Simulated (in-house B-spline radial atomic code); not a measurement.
Configurations of the technetium ion Tc⁷⁺, with energies counted from [Ar] 3d10 4s2 4p6. All numbers are computed (Dirac-Hartree-Fock, average of configuration; Fermi nucleus of rms radius 4.41117 fm) with a radial B-spline atomic code at the basis-set limit, not measured. Energies include first-order Breit, QED and recoil terms.

Occupations are held fixed; configurations that lie above the ionisation limit could autoionise.

```tsv
configuration	E - E(ref) (eV)	highest orbital	its <r> (bohr)
[Ar] 3d10 4s2 4p5 5f1	112.18	5f7/2	3.382
[Ar] 3d10 4s2 4p5 8s1	129.43	8s1/2	7.568
[Ar] 3d10 4s2 4p5 8d1	133.54	8d5/2	8.977
[Ar] 3d10 4s2 4p5 8f1	136.44	8f7/2	10.37
[Ar] 3d10 4s1 4p6 7p1	159.44	7p3/2	5.754
[Ar] 3d10 4s1 4p6 7g1	169.58	7g7/2	7.831
[Ar] 3d9 4s2 4p6 4f1	316.18	4f5/2	1.704
[Ar] 3d9 4s2 4p6 6p1	336.55	6p3/2	3.804
[Ar] 3d9 4s2 4p6 5g1	343.84	5g7/2	3.384
[Ar] 3d9 4s2 4p6 8g1	365.17	8g7/2	10.62
[Ne] 3s2 3p5 3d10 4s2 4p6 5f1	521.4	5f7/2	3.317
[Ne] 3s2 3p5 3d10 4s2 4p6 6f1	533.97	6f7/2	5.266
[Ne] 3s2 3p5 3d10 4s2 4p6 8g1	547.2	8g7/2	10.62
```

(1) Order these further configurations by energy, lowest first.
A. [Ne] 3s2 3p5 3d10 4s2 4p6 6d1
B. [Ar] 3d9 4s2 4p6 8s1
C. [Ne] 3s2 3p5 3d10 4s2 4p6 5g1
D. [Ar] 3d9 4s2 4p6 7p1
E. [Ar] 3d9 4s2 4p6 6f1

(2) How far above the reference does [Ar] 3d9 4s2 4p6 5s1 lie?

(3) How far above the reference does [Ar] 3d9 4s2 4p6 8p1 lie?

(4) How far above the reference does [Ne] 3s2 3p5 3d10 4s2 4p6 4d1 lie?

## Answers

(1) D (350.61 eV), E (351.96 eV), B (357.1 eV), C (525.87 eV), A (526.06 eV).

(2) 297.58 eV; its least bound orbital is 5s1/2 with <r> = 2.064 bohr.

(3) 358.63 eV; its least bound orbital is 8p3/2 with <r> = 7.993 bohr.

(4) 451.53 eV; its least bound orbital is 4d5/2 with <r> = 1.237 bohr.
